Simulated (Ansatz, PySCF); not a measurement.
This Ansatz (an electronic-structure program) input computes a r2SCAN/def2-TZVPD energy:

Ansatz 0.2 input:
```yaml
crystal:
  periodic: [false, false, false]
  atoms:
    - {symbol: B, position_ang: [0.14352207, 0.35294495, -0.14569784]}
    - {symbol: O, position_ang: [1.15747275, 0.08605064, 0.58470515]}
    - {symbol: O, position_ang: [-1.04401671, -0.47507515, -0.27401336]}
    - {symbol: H, position_ang: [0.01048392, 1.37478254, -0.87062558]}
    - {symbol: H, position_ang: [-1.63574263, -0.02731119, -0.88641955]}
basis:
  gaussian:
    orbitals: def2-TZVPD
hamiltonian:
  xc: {name: r2SCAN}
total_charge: -1
output: {forces: true}
```

Problem. Write an input for the same energy in PySCF and say what it gives.

Solution. 
```python
from pyscf import gto, scf, dft

mol = gto.M(
    atom='''
    B     0.14352207    0.35294495   -0.14569784
    O     1.15747275    0.08605064    0.58470515
    O    -1.04401671   -0.47507515   -0.27401336
    H     0.01048392    1.37478254   -0.87062558
    H    -1.63574263   -0.02731119   -0.88641955
    ''',
    basis='def2-tzvpd',
    charge=-1,
    spin=0,
    verbose=4,
)

mf = dft.RKS(mol, xc='r2scan').density_fit(auxbasis='def2-universal-jkfit')
mf.grids.level = 4
mf.conv_tol = 1e-9
mf.max_cycle = 100
mf.max_memory = 1500
mf.kernel()
if not mf.converged:
    mf = mf.newton()
    mf.kernel(mf.make_rdm1())
mf.analyze()
```
It gives -176.60342 Eh, and Ansatz -176.60337 Eh, a difference of 0.05 mEh, from the treatment of integrals and grids.

It need not be the lowest isomer of its formula. Whether it binds its extra electron was not tested at this geometry.
